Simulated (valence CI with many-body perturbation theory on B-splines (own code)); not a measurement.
Forbidden lines of Tm XXVIII

Level of theory: configuration interaction combined with many-body perturbation theory (CI+MBPT): six valence electrons over a frozen Dirac-Fock core [Kr], a basis of 7 s, 7 p, 8 d, 6 f, 4 g, 1 h functions for each j, with the one-electron correlation potential Σ1 (screened to all orders), the two-electron term Σ2, the three-electron term Σ3, Breit, model QED; selected single and double excitations, second order for the rest, scaled by the run's own slope (own B-spline code, finite nucleus).

The last digits are not significant, and no measured levels were compared; by estimate large intervals hold to a few tenths of a per cent, small ones and those within an open d or f shell to about a per cent. Core correlation moves these levels by up to 8400 cm⁻¹, and in measured spectra 5 to 20 % of such shifts remained as error; rates that hang on mixing are uncertain with them. Among the levels kept, up to 780 cm⁻¹ of a level comes from second order outside the variational space, and about a tenth of that is noise between levels of different J, which matters for small intervals. Only levels of the ground parity were solved; by the run's estimate the other parity begins above the list, which can be wrong where configurations are misplaced.

Lines 1 to 50 of 120 in falling wavelength, among levels below 53.299 eV, chosen from the decays that carry over 1 % of a level's rate. Wavelengths and rates use the calculated energies. Electric multipoles are in the length gauge, E1 and E2 with the static RPA response of the core. S is in atomic units (e²a₀⁴ for E2 and M2, e²a₀⁶ for E3), for M1 in squared Bohr magnetons. Weak lines are less certain than strong ones. Lines between different terms over intervals too small for the method are left out, as are lines whose strength nearly cancels. The highest levels of a list are the least certain.

Levels are named by their leading jj configuration (3d3/2^4 stands for four electrons in 3d with j = 3/2), which in mixed levels can hold well under half, so a name can repeat and another be missing. Letters in brackets count levels of one name in rising energy.

```csv
λ vac (Å),Upper,Lower,Type,A (s⁻¹),S (a.u.)
60400,(4d3/2^3 4d5/2^3) J=6,(4d3/2^3 4d5/2^3) J=5,M1,3.05e-02,3.24e+00
5349,(4d3/2^4 4d5/2^2) J=2,(4d3/2^4 4d5/2^2) J=4,E2,2.18e-03,4.26e-02
4868,(4d3/2^3 4d5/2^3) J=5,(4d3/2^3 4d5/2^3) J=4 [a],M1,8.26e+01,3.89e+00
3607,(4d3/2^3 4d5/2^3) J=1 [a],(4d3/2^4 4d5/2^2) J=0,M1,4.03e+02,2.10e+00
3127,(4d3/2^3 4d5/2^3) J=4 [b],(4d3/2^3 4d5/2^3) J=3 [b],M1,1.14e+02,1.17e+00
2959,(4d3/2^3 4d5/2^3) J=2 [a],(4d3/2^3 4d5/2^3) J=1 [a],M1,2.17e+02,1.04e+00
2699,(4d3/2^4 4d5/2^2) J=0,(4d3/2^4 4d5/2^2) J=2,E2,2.10e-01,2.69e-02
2676,(4d3/2^2 4d5/2^4) J=4 [c],(4d3/2^2 4d5/2^4) J=4 [b],M1,1.98e+02,1.27e+00
2611,(4d3/2^3 4d5/2^3) J=3 [b],(4d3/2^3 4d5/2^3) J=4 [a],M1,2.85e+02,1.32e+00
2426,(4d3/2^2 4d5/2^4) J=5,(4d3/2^3 4d5/2^3) J=4 [b],M1,7.24e+02,4.22e+00
2419,(4d3/2^3 4d5/2^3) J=3 [c],(4d3/2^3 4d5/2^3) J=3 [b],M1,7.64e+01,2.81e-01
2391,(4d3/2^2 4d5/2^4) J=4 [b],(4d3/2^2 4d5/2^4) J=4 [a],M1,1.83e+02,8.35e-01
2240,(4d3/2^3 4d5/2^3) J=3 [c],(4d3/2^3 4d5/2^3) J=2 [a],M1,2.75e+02,8.02e-01
2180,(4d3/2^2 4d5/2^4) J=3 [a],(4d3/2^3 4d5/2^3) J=2 [b],M1,4.50e+02,1.21e+00
2130,(4d3/2^2 4d5/2^4) J=2 [a],(4d3/2^3 4d5/2^3) J=3 [b],M1,4.05e+02,7.25e-01
2031,(4d3/2^3 4d5/2^3) J=3 [b],(4d3/2^3 4d5/2^3) J=3 [a],M1,5.04e+02,1.10e+00
2011,(4d3/2^3 4d5/2^3) J=4 [b],(4d3/2^3 4d5/2^3) J=5,M1,1.71e+02,4.63e-01
1981,(4d3/2^2 4d5/2^4) J=1,(4d3/2^2 4d5/2^4) J=2 [a],M1,3.51e+02,3.03e-01
1900,(4d3/2^3 4d5/2^3) J=3 [a],(4d3/2^4 4d5/2^2) J=2,M1,1.88e+03,3.34e+00
1834,(4d3/2^2 4d5/2^4) J=3 [b],(4d3/2^3 4d5/2^3) J=4 [b],M1,1.64e+03,2.62e+00
1738,(4d3/2^2 4d5/2^4) J=2 [d],(4d3/2^2 4d5/2^4) J=2 [c],M1,5.64e+02,5.49e-01
1653,(4d3/2^2 4d5/2^4) J=3 [b],(4d3/2^3 4d5/2^3) J=2 [b],M1,4.05e+02,4.75e-01
1619,(4d3/2^2 4d5/2^4) J=2 [c],(4d3/2^2 4d5/2^4) J=3 [a],M1,5.58e+02,4.39e-01
1591,(4d3/2^2 4d5/2^4) J=4 [a],(4d3/2^3 4d5/2^3) J=3 [b],M1,5.16e+02,6.93e-01
1584,(4d3/2^3 4d5/2^3) J=2 [b],(4d3/2^3 4d5/2^3) J=1 [a],M1,1.12e+03,8.28e-01
1579,(4d3/2^3 4d5/2^3) J=0,(4d3/2^3 4d5/2^3) J=1 [a],M1,2.75e+03,4.02e-01
1579,(4d3/2^2 4d5/2^4) J=4 [b],(4d3/2^3 4d5/2^3) J=3 [c],M1,5.34e+02,7.01e-01
1544,(4d3/2^3 4d5/2^3) J=1 [a],(4d3/2^4 4d5/2^2) J=2,M1,9.97e+03,4.08e+00
1499,(4d3/2^3 4d5/2^3) J=1 [b],(4d3/2^3 4d5/2^3) J=1 [a],M1,9.82e+02,3.68e-01
1474,(4d3/2^2 4d5/2^4) J=1,(4d3/2^3 4d5/2^3) J=1 [b],M1,3.14e+03,1.12e+00
1464,(4d3/2 4d5/2^5) J=2,(4d3/2^2 4d5/2^4) J=2 [c],M1,8.79e+02,5.11e-01
1452,(4d3/2^2 4d5/2^4) J=4 [c],(4d3/2^2 4d5/2^4) J=5,M1,7.58e+02,7.75e-01
1423,(4d3/2^3 4d5/2^3) J=4 [b],(4d3/2^3 4d5/2^3) J=4 [a],M1,7.70e+02,7.40e-01
1404,(4d3/2^2 4d5/2^4) J=1,(4d3/2^3 4d5/2^3) J=0,M1,3.61e+03,1.11e+00
1402,(4d3/2^3 4d5/2^3) J=3 [a],(4d3/2^4 4d5/2^2) J=4,M1,8.43e+03,6.03e+00
1400,(4d3/2^2 4d5/2^4) J=1,(4d3/2^3 4d5/2^3) J=2 [b],M1,1.50e+03,4.57e-01
1391,(4d3/2^2 4d5/2^4) J=3 [a],(4d3/2^3 4d5/2^3) J=3 [b],M1,7.40e+02,5.17e-01
1330,(4d3/2^2 4d5/2^4) J=3 [a],(4d3/2^3 4d5/2^3) J=2 [a],M1,2.79e+03,1.70e+00
1329,(4d3/2^3 4d5/2^3) J=2 [b],(4d3/2^3 4d5/2^3) J=3 [a],M1,6.64e+03,2.89e+00
1325,(4d3/2^2 4d5/2^4) J=2 [b],(4d3/2^3 4d5/2^3) J=1 [b],M1,3.42e+02,1.47e-01
1265,(4d3/2^2 4d5/2^4) J=2 [b],(4d3/2^3 4d5/2^3) J=2 [b],M1,1.39e+03,5.20e-01
1263,(4d3/2^2 4d5/2^4) J=4 [c],(4d3/2^2 4d5/2^4) J=4 [a],M1,8.40e+02,5.64e-01
1241,(4d3/2^2 4d5/2^4) J=4 [a],(4d3/2^3 4d5/2^3) J=5,M1,4.08e+03,2.60e+00
1215,(4d3/2^3 4d5/2^3) J=4 [a],(4d3/2^4 4d5/2^2) J=4,M1,1.15e+04,6.92e+00
1190,(4d3/2^2 4d5/2^4) J=2 [a],(4d3/2^3 4d5/2^3) J=1 [a],M1,4.88e+03,1.52e+00
1161,(4d3/2^2 4d5/2^4) J=2 [d],(4d3/2^2 4d5/2^4) J=2 [b],M1,7.33e+02,2.13e-01
1156,(4d3/2^2 4d5/2^4) J=3 [b],(4d3/2^3 4d5/2^3) J=3 [b],M1,6.53e+03,2.62e+00
1153,(4d3/2^2 4d5/2^4) J=2 [c],(4d3/2^2 4d5/2^4) J=2 [a],M1,9.91e+02,2.82e-01
1120,(4d3/2^2 4d5/2^4) J=5,(4d3/2^3 4d5/2^3) J=6,M1,7.88e+03,4.51e+00
1113,(4d3/2^2 4d5/2^4) J=3 [b],(4d3/2^3 4d5/2^3) J=2 [a],M1,3.98e+03,1.43e+00
```
